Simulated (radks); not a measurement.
Values are calculated unless marked as measured or tabulated.
Task: Coherent X-ray form factor from a spherical all-electron density. Code: a radial shooting solver on a logarithmic mesh with Libxc functionals. Model: non-relativistic Kohn-Sham, LDA (Slater exchange, Perdew-Wang correlation), spin-unpolarised, spherical densities, point nucleus.

sin(theta)/lambda (1/angstrom),f0 (electrons)
0.05,35.678
0.1,34.751
0.15,33.335
0.2,31.586
0.25,29.672
0.3,27.741
0.4,24.210
0.5,21.346
0.6,19.052
0.8,15.361
1,12.275
1.25,9.314
1.5,7.412
2,5.580

The species is in the configuration that NIST lists as its ground one. Which atom or ion scatters so?

Result: The niobium ion Nb5+, [Kr]. Extrapolating in s^2 from the first two rows gives f0(0) = 36.0, near the electron count 36; among species with that count, the fall with angle is slower the higher Z, and the table is that of Z = 41; from so few rows the species is fixed only to a neighbour or two.
